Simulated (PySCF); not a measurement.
Isomers of C5H11NO2Si, from PBE0-D3(BJ)/def2-SVP geometry optimisation, gas phase in PySCF 2.14.0. One conformer each, no zero-point energy, no frequencies.

Question: Which is lowest in electronic energy at this level?
A. `[CH3:1][C:2](=[O:3])[SiH2:4][C:5](=[O:6])[N:7]([CH3:8])[CH3:9]` with C1–C2–Si4–C5 97°, C2–Si4–C5–O6 -108°: A = 2103, B = 872.9, C = 742.6 MHz, dipole 1.17 D
B. `[NH2:1][Si:2]1([CH:3]2[CH2:4][CH2:5]2)[O:6][CH2:7][CH2:8][O:9]1` with H–N1–Si2–C3 158° and -49°, N1–Si2–C3–C4 -49°, Si2–C3–C4–C5 112°, N1–Si2–O6–C7 -131°, Si2–O6–C7–C8 25°, O6–C7–C8–O9 -35°: A = 2759, B = 948.5, C = 930.8 MHz, dipole 0.79 D
C. `[O:1]=[CH:2][O:3][SiH2:4][N:5]1[CH2:6][CH2:7][CH2:8][CH2:9]1` with O1–C2–O3–Si4 0°, C2–O3–Si4–N5 180°, O3–Si4–N5–C6 84°, Si4–N5–C6–C7 150°, N5–C6–C7–C8 25°, C6–C7–C8–C9 -2°, C7–C8–C9–N5 -22°: A = 4547, B = 615.6, C = 597.9 MHz, dipole 3.19 D

Answer: B. That is `C1CO[Si](N)(O1)C1CC1`, 11.4 kcal/mol below the next.

```
                SMILES                                                    mapped SMILES      E (Eh)  relative (kcal/mol)  relative (kJ/mol)  dipole (D)
    N[Si]1(C2CC2)OCCO1  [NH2:1][Si:2]1([CH:3]2[CH2:4][CH2:5]2)[O:6][CH2:7][CH2:8][O:9]1  -690.97859                  0.0                0.0        0.79
     O=CO[SiH2]N1CCCC1     [O:1]=[CH:2][O:3][SiH2:4][N:5]1[CH2:6][CH2:7][CH2:8][CH2:9]1  -690.96042                 11.4               47.7        3.19
CC(=O)[SiH2]C(=O)N(C)C   [CH3:1][C:2](=[O:3])[SiH2:4][C:5](=[O:6])[N:7]([CH3:8])[CH3:9]  -690.88598                 58.1              243.1        1.17
```

As drawn, the lowest has a three-membered ring, an N–H bond and an Si–O bond, which the highest lacks; the highest has a C=O bond and a C(=O)–N unit, which the lowest lacks.
